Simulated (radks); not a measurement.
The platinum anion Pt- inside a hard spherical wall (all orbitals vanish at R), configuration held at [Xe] 4f14 5d9 6s2 and not refilled when levels cross. Calculated with a radial shooting solver on a logarithmic mesh with Libxc functionals: scalar-relativistic Kohn-Sham, r2SCAN, spin-unpolarised, spherical densities, finite nucleus; meta-GGA in the generalised Kohn-Sham scheme; Fermi nuclear charge, rms radius 5.427 fm. Eigenvalues in eV, with the zero of energy where the potential of the charges vanishes at infinity; a dash marks a level that is unbound or too diffuse for the functional's potential to be trusted. A positive occupied level is held by the wall or, in an anion where self-interaction has pushed it up, behind a barrier. The pressure on the wall is -dE/dV.

| R (bohr) | E (hartree) | kinetic (hartree) | e(4f) | e(5p) | e(6s) | e(5d) | e(6p, empty) | e(7s, empty) | pressure (GPa) |
|---|---|---|---|---|---|---|---|---|---|
| 12 | -18411.8451 | 20525.334 | -64.111 | -50.697 | 0.312 | 0.536 | 4.056 | 4.905 | 0.00473 |
| 8 | -18411.8359 | 20525.394 | -63.613 | -50.192 | 0.750 | 1.014 | 5.531 | 9.867 | 0.309 |
| 5 | -18411.6595 | 20526.254 | -59.911 | -46.606 | 4.311 | 4.262 | 11.803 | 29.801 | 20.0 |
| 3.5 | -18410.5770 | 20530.676 | -49.076 | -36.932 | 16.920 | 13.346 | 30.078 | 79.474 | 352 |
| 3 | -18409.1086 | 20536.294 | -39.718 | -29.147 | 30.310 | 21.457 | 48.221 | 123.36 | 1160 |
| 2.5 | -18405.2566 | 20550.657 | -22.474 | -15.292 | 60.171 | 37.396 | 86.491 | 208.03 | 4660 |
| 2 | -18393.1980 | 20593.696 | 12.531 | 14.191 | 137.00 | 73.980 | 178.09 | 393.15 | 24800 |
| 1.5 | -18344.9281 | 20752.320 | 94.227 | 100.25 | 372.88 | 181.26 | 440.32 | 881.72 | 199000 |
